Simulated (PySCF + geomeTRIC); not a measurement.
Species: [Zn(F)2] (charge 0, multiplicity 1).

### Question
Give a relaxed geometry from TPSS-D3(BJ)/def2-SVP (PySCF + geomeTRIC).

### Answer
the end point of this relaxation.
Cartesian coordinates (Å) in one orientation:
```xyz
3

Zn     0.000     0.000     0.000
F     -1.410     0.992    -0.200
F      1.410    -0.992     0.200
```
